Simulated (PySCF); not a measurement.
Molecule: `FCC1=CC(F)(F)OC1`, C5H5F3O.

Bonds (- single, = double, # triple, : aromatic): F1-C2, C2-C3, C3=C4, C4-C5, C5-F6, C5-F7, C5-O8, O8-C9, C9-C3. C2 carries H10, H11; C4 carries H12; C9 carries H13, H14.

Frames of a GFN2-xTB Langevin trajectory at 300 K; GIAO PBE0/pcSseg-1 shieldings in PySCF 2.14.0 with density-fitted response routines, gas phase, non-relativistic; equivalent atoms averaged within each frame.

δ = σ(ref) − σ, references computed at the same level: ¹⁹F (σref 170.95) vs CFCl3; ¹³C (σref 186.93) and ¹H (σref 31.72) against TMS; ¹⁷O (σref 336.08) vs H2O. The references are static minima.

Q: How do the shifts (ppm) fluctuate along the trajectory?

A: 
```tsv
time (fs)	F6/F7	F1	C3	C5	C4	C9	C2	O8	H12	H13/H14
250	-75.6	-260.8	159.7	143.7	127.2	89.8	76.8	145.9	6.60	5.46
425	-78.1	-257.7	148.5	135.8	137.0	78.7	82.1	125.9	6.43	5.74
625	-78.8	-242.5	160.5	136.8	139.7	86.5	86.1	128.3	5.92	6.29
800	-70.3	-245.1	154.5	139.4	131.1	79.7	79.9	127.9	6.16	5.79
1000	-66.7	-241.6	163.0	141.1	123.3	76.4	86.6	121.1	6.52	5.65
mean of frames	-73.9	-249.5	157.3	139.4	131.7	82.2	82.3	129.8	6.32	5.79
standard deviation	5.2	9.0	5.8	3.2	6.8	5.7	4.2	9.4	0.28	0.31
```

5 frames give an uncertainty of the mean of about the standard deviation over 2.2 at best, since frames this close in time may not be independent; classical motion lacks zero-point vibration, and the reference would need the same averaging.
